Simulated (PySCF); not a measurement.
Si(H)(F)(OH)(OMe) (CH5FO2Si), SMILES CO[SiH](F)O. Atoms are numbered in the order given.

```xyz
10

Si     0.5726     0.1360     0.1874
O      1.7001    -0.0338    -0.9858
F      0.3184    -1.2605     0.9719
O     -0.8534     0.5504    -0.5153
C     -2.1202     0.5185     0.0890
H      1.0790     1.1057     1.1755
H      1.4183    -0.4512    -1.8056
H     -2.2458     1.3451     0.8105
H     -2.8865     0.6313    -0.6921
H     -2.2990    -0.4338     0.6168
```

Geometry: PBE0-D3(BJ)/def2-SVP. The structure was generated by enumeration, and PubChem lists no compound with its InChIKey, so it may never have been made. The values are those of a single conformer.

Two levels are set side by side: PBE/pcSseg-1 (PySCF) and HF/pcSseg-1 (PySCF). GIAO shifts against CFCl3 (¹⁹F), H2O (¹⁷O), TMS (²⁹Si), TMS (¹H), TMS (¹³C) at the same level; non-relativistic, no solvent, atoms listed together averaged. Differences are taken from unrounded values.

```json
[
 {"quantity": "δ(²⁹Si) of Si1 (ppm)", "HF": "-60.5"},
 {"quantity": "δ(¹⁷O) of O2 (ppm)", "HF": "35.4"},
 {"quantity": "δ(¹⁹F) of F3 (ppm)", "HF": "-118.6"},
 {"quantity": "δ(¹⁷O) of O4 (ppm)", "HF": "4.8"},
 {"quantity": "δ(¹³C) of C5 (ppm)", "HF": "48.7"},
 {"quantity": "δ(¹H) of H6 (ppm)", "HF": "4.06"},
 {"quantity": "δ(¹H) of H7 (ppm)", "HF": "2.80"}
]
```

Task: What does PBE give, and how far is it from HF? (The exact figures need the calculation; the answer reports its results.)

Result: 
```
quantity                 PBE  PBE minus HF
--------------------  ------  ------------
δ(²⁹Si) of Si1 (ppm)   -53.3           7.2
δ(¹⁷O) of O2 (ppm)      63.7          28.4
δ(¹⁹F) of F3 (ppm)    -164.6         -46.0
δ(¹⁷O) of O4 (ppm)      49.8          45.0
δ(¹³C) of C5 (ppm)      54.9           6.2
δ(¹H) of H6 (ppm)       4.79          0.73
δ(¹H) of H7 (ppm)       2.35         -0.45
```

Rough cost on one machine, each run with all the roots and properties that it gave: HF against PBE within a factor of 2.
